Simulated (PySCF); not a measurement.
**Structure from NMR data**

The spectra below were simulated for a compound C$_{5}$H$_{10}$OSi$_{3}$.

1H NMR (500 MHz, computed): δ 5.60 (m, 1H), 5.18 (s, 3H), 4.47 (m, 1H), 4.13 (m, 1H), 2.16 (d, 1H), 2.14 (s, 3H).

13C{1H} NMR (computed): δ 117.5 (C), 104.8 (CH), 90.6 (C), 77.1 (C), 6.4 (CH3).

Method: shielding tensors at PBE0/pcSseg-1 (GIAO), structure optimised with GFN2-xTB, in PySCF 2.14.0 with density-fitted response routines (fast rotation and ring inversion assumed for equivalent nuclei, one computed conformer, no relativistic terms, no solvent).

δ = σ(ref) − σ, references computed at the same level: TMS for 1H (σ = 31.72 ppm) and 13C (σ = 186.93 ppm).

Which candidate is it?
A. C#C[Si@@H](O[SiH3])[SiH2]C#CC
B. C#C[Si](C#C)(O[SiH3])[SiH2]C
C. C#C[Si@@H](C)[Si@H](C#C)O[SiH3]
D. CC#C[Si@@H]1C=C[SiH2]O[SiH2]1
E. C#C[Si@@H](C)[Si@@H](C#C)O[SiH3]
F. c1coc([SiH]2[SiH2]C[SiH2]2)c1

Answers

A. 

The formula gives 4 degrees of unsaturation (no ring in the answer). 5 carbon signals for 5 carbons: no two carbons are equivalent. Carbon types of the structure: 3 × C, 1 × CH, 1 × CH3, leaving 6 H on heteroatoms. δC 117.5, 90.6, 77.1: alkyne carbon. δC 104.8: terminal alkyne carbon; the triple bond shields along its axis, which puts it between sp3 and sp2 carbons. δC 6.4: propargylic methyl carbon; a saturated carbon with 1 carbon neighbour and no heteroatom attached. δH 4.47, 4.13: hydrogen on a silicon bonded to C, Si. δH 2.16: hydrogen on a terminal alkyne carbon; it lies on the axis of the triple bond, in its shielding cone.

The others: C#C[Si@@H](C)[Si@@H](C#C)O[SiH3] has carbons computed at 106.0, 105.7, 89.4, 88.0, -3.6, with a different DEPT pattern; CC#C[Si@@H]1C=C[SiH2]O[SiH2]1 would give 8 signals for carbon-bound and other non-exchanging H, not 6; C#C[Si](C#C)(O[SiH3])[SiH2]C would give 3 carbon signals, not 5; C#C[Si@@H](C)[Si@H](C#C)O[SiH3] has carbons computed at 105.9, 104.8, 90.4, 87.9, -5.8, with a different DEPT pattern; c1coc([SiH]2[SiH2]C[SiH2]2)c1 would give 8 signals for carbon-bound and other non-exchanging H, not 6.

Shifts are as computed. Against solution values, carbons near 30 ppm lie about +3 ppm off and those near 130 ppm about +5 ppm. Of 1211 compounds with measured shifts, 218 miss one by over three times the rms of a fit or turn the order of signals round; such compounds aren't used in these exercises. No couplings were computed; multiplicities are counted from neighbouring protons, with m where these are inequivalent, close in shift, in a saturated or five-membered ring or joined by F or P, and br s for small geminal =CH2 splittings.
